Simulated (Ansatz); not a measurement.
`N#C[SiH](Cl)[SiH2]F`, charge 0, multiplicity 1.

**Question.** Give a relaxed structure at PBE0-D4/def2-TZVP (Ansatz 0.2.0). (An estimate is asked.)

**Answer.** Computed: 
Cartesian coordinates in Å:
```
N 0.948 -1.913 -2.193
C 0.641 -0.924 -1.688
Si 0.154 0.600 -0.763
Cl -1.520 1.373 -1.644
Si -0.294 -0.103 1.434
F -0.667 1.184 2.308
H 1.269 1.561 -0.903
H -1.443 -1.038 1.435
H 0.913 -0.741 2.014
```
This is one stationary point; other conformers may exist.
